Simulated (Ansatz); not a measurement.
def2 core potentials replace the inner electrons of Sn.

Method: PBE0-D3(BJ)/def2-SVP (Ansatz, a first-principles code). No frequencies were computed at this level.

Ansatz 0.2 input:
```yaml
crystal:
  periodic: [false, false, false]
  atoms:
    - { symbol: C, position_ang: [-2.731019, 0.256056, 0.17034] }
    - { symbol: C, position_ang: [-1.501396, -0.063357, -0.66985] }
    - { symbol: C, position_ang: [-0.218588, 0.060198, 0.16355] }
    - { symbol: C, position_ang: [0.977798, -0.258976, -0.687331] }
    - { symbol: Sn, position_ang: [2.917278, -0.09366, 0.490359] }
    - { symbol: Cl, position_ang: [3.232213, 2.054334, 1.374226] }
    - { symbol: Cl, position_ang: [2.952882, -1.536069, 2.337393] }
    - { symbol: Cl, position_ang: [4.858742, -0.573559, -0.735273] }
    - { symbol: H, position_ang: [-2.808864, -0.429302, 1.01089] }
    - { symbol: H, position_ang: [-2.676645, 1.270428, 0.558151] }
    - { symbol: H, position_ang: [-3.631701, 0.165775, -0.431651] }
    - { symbol: H, position_ang: [-1.448847, 0.622196, -1.518118] }
    - { symbol: H, position_ang: [-1.580219, -1.078705, -1.063755] }
    - { symbol: H, position_ang: [-0.149258, 1.077191, 0.555026] }
    - { symbol: H, position_ang: [-0.280507, -0.62709, 1.009796] }
    - { symbol: H, position_ang: [0.977845, -1.282738, -1.052457] }
    - { symbol: H, position_ang: [1.110286, 0.437278, -1.511396] }
basis:
  gaussian: { orbitals: def2-svp }
hamiltonian:
  xc: pbe0
  dispersion: d3bj
relax:
  max_steps: 150
```

Output:

```
Functional definition: PBE0
2035 factors; integrals over basis functions are off by at most 3.5e-4 eV
mean field evaluation 1: about -47656.0315 eV, gradient 6.1e1 eV
mean field evaluation 2: about -47645.7655 eV, gradient 8.5e1 eV
mean field evaluation 4: about -47666.0031 eV, gradient 4.3e0 eV
mean field evaluation 8: about -47666.1117 eV, gradient 1.5e-1 eV
mean field evaluation 16: about -47666.1117 eV, gradient 3.7e-5 eV
mean field -47666.11173584 eV, -1751.6972970413 hartree, gradient 3.7e-5 eV, S^2 0.000000; 0 other end points of the search recorded, 0 dependent functions left out
reference -47666.11177195 eV, -1751.6972983681 hartree; 53, 53 occupied and 128, 128 virtual orbitals, 2035 factors
relax step   1: F+E_penalty+E_count = -47666.56904871 eV  Δ(F+E_penalty+E_count) = +0.000e0 eV  max|allowed force component| = 1.375e0 eV/Å  Δτ_max = 0.0000 Å  (27 SCF iters, accepted)
these checks for a lower state are left out or cut short: starts, cluster_reference, orbital_swaps, neighbouring_geometries, increment
2035 factors; integrals over basis functions are off by at most 3.4e-4 eV
mean field -47666.20800999 eV, -1751.7008350510 hartree, gradient 1.2e-5 eV, S^2 0.000000; 0 other end points of the search recorded, 0 dependent functions left out
reference -47666.20804581 eV, -1751.7008363672 hartree; 53, 53 occupied and 128, 128 virtual orbitals, 2035 factors
relax step   2: F+E_penalty+E_count = -47666.67859007 eV  Δ(F+E_penalty+E_count) = -1.095e-1 eV  max|allowed force component| = 8.250e-1 eV/Å  Δτ_max = 0.1651 Å  (30 SCF iters, accepted)
these checks for a lower state are left out or cut short: starts, cluster_reference, orbital_swaps, neighbouring_geometries, increment
2035 factors; integrals over basis functions are off by at most 3.5e-4 eV
mean field -47666.25241237 eV, -1751.7024668084 hartree, gradient 8.2e-6 eV, S^2 0.000000; 0 other end points of the search recorded, 0 dependent functions left out
reference -47666.25244823 eV, -1751.7024681260 hartree; 53, 53 occupied and 128, 128 virtual orbitals, 2035 factors
relax step   3: F+E_penalty+E_count = -47666.71876875 eV  Δ(F+E_penalty+E_count) = -4.018e-2 eV  max|allowed force component| = 2.296e-1 eV/Å  Δτ_max = 0.0480 Å  (31 SCF iters, accepted)
these checks for a lower state are left out or cut short: starts, cluster_reference, orbital_swaps, neighbouring_geometries, increment
2035 factors; integrals over basis functions are off by at most 3.5e-4 eV
mean field evaluation 32: about -47666.1827 eV, gradient 1.7e0 eV
mean field -47666.25322698 eV, -1751.7024967446 hartree, gradient 8.3e-6 eV, S^2 0.000000; 0 other end points of the search recorded, 0 dependent functions left out
reference -47666.25326283 eV, -1751.7024980621 hartree; 53, 53 occupied and 128, 128 virtual orbitals, 2035 factors
relax step   4: F+E_penalty+E_count = -47666.72066380 eV  Δ(F+E_penalty+E_count) = -1.895e-3 eV  max|allowed force component| = 4.372e-2 eV/Å  Δτ_max = 0.0401 Å  (31 SCF iters, accepted)
these checks for a lower state are left out or cut short: starts, cluster_reference, orbital_swaps, neighbouring_geometries, increment
2035 factors; integrals over basis functions are off by at most 3.5e-4 eV
mean field -47666.25369271 eV, -1751.7025138600 hartree, gradient 1.0e-5 eV, S^2 0.000000; 0 other end points of the search recorded, 0 dependent functions left out
reference -47666.25372858 eV, -1751.7025151782 hartree; 53, 53 occupied and 128, 128 virtual orbitals, 2035 factors
relax step   5: F+E_penalty+E_count = -47666.72101051 eV  Δ(F+E_penalty+E_count) = -3.467e-4 eV  max|allowed force component| = 1.223e-2 eV/Å  Δτ_max = 0.0183 Å  (25 SCF iters, accepted)
these checks for a lower state are left out or cut short: starts, cluster_reference, orbital_swaps, neighbouring_geometries, increment
2035 factors; integrals over basis functions are off by at most 3.5e-4 eV
mean field -47666.25363156 eV, -1751.7025116127 hartree, gradient 1.8e-5 eV, S^2 0.000000; 0 other end points of the search recorded, 0 dependent functions left out
reference -47666.25366743 eV, -1751.7025129308 hartree; 53, 53 occupied and 128, 128 virtual orbitals, 2035 factors
relax step   6: F+E_penalty+E_count = -47666.72106741 eV  Δ(F+E_penalty+E_count) = -5.690e-5 eV  max|allowed force component| = 4.960e-3 eV/Å  Δτ_max = 0.0072 Å  (23 SCF iters, accepted)
2035 factors; integrals over basis functions are off by at most 3.5e-4 eV
mean field evaluation 64: about -47666.2536 eV, gradient 2.2e-3 eV
mean field -47666.25363156 eV, -1751.7025116127 hartree, gradient 1.8e-5 eV, S^2 0.000000; 1 other end points of the search recorded, 0 dependent functions left out
reference -47666.25366743 eV, -1751.7025129308 hartree; 53, 53 occupied and 128, 128 virtual orbitals, 2035 factors
Total energy: -47666.72110328 eV, -1751.7196908815 hartree
Atom 0 at    -2.706289     0.259457     0.190624 Å, force    -0.001002    -0.000210    -0.001066 eV/Å
Atom 1 at    -1.475190    -0.057890    -0.642453 Å, force     0.001666     0.000783     0.003539 eV/Å
Atom 2 at    -0.177061     0.054078     0.151386 Å, force    -0.000645    -0.001203    -0.004960 eV/Å
Atom 3 at     1.049281    -0.265414    -0.691080 Å, force     0.002332     0.000126     0.001357 eV/Å
Atom 4 at     2.839939    -0.095457     0.462104 Å, force     0.001548    -0.000070     0.000035 eV/Å
Atom 5 at     3.063980     2.065432     1.330862 Å, force    -0.001458    -0.001522    -0.000311 eV/Å
Atom 6 at     2.783163    -1.544063     2.298606 Å, force    -0.001240     0.001340    -0.001139 eV/Å
Atom 7 at     4.797179    -0.565727    -0.723916 Å, force     0.001246    -0.000062     0.000130 eV/Å
Atom 8 at    -2.796158    -0.426367     1.047942 Å, force     0.000652    -0.000055     0.000214 eV/Å
Atom 9 at    -2.664231     1.284793     0.591055 Å, force     0.000601     0.000052     0.000147 eV/Å
Atom 10 at    -3.627389     0.171604    -0.404358 Å, force    -0.001290     0.000210     0.000356 eV/Å
Atom 11 at    -1.425158     0.620422    -1.512159 Å, force    -0.000642     0.000159    -0.000049 eV/Å
Atom 12 at    -1.555989    -1.077276    -1.058773 Å, force    -0.000624    -0.000089    -0.000010 eV/Å
Atom 13 at    -0.090049     1.073424     0.566427 Å, force    -0.000525    -0.000000     0.000769 eV/Å
Atom 14 at    -0.220953    -0.625679     1.020229 Å, force    -0.000527     0.000463     0.000669 eV/Å
Atom 15 at     1.036294    -1.294287    -1.084013 Å, force    -0.000098     0.000002     0.000152 eV/Å
Atom 16 at     1.168631     0.422949    -1.542584 Å, force     0.000005     0.000078     0.000165 eV/Å
Dipole moment:    -0.743069    -0.058960    -0.435162 e Å
```

Cost: very roughly 3 core-minutes.
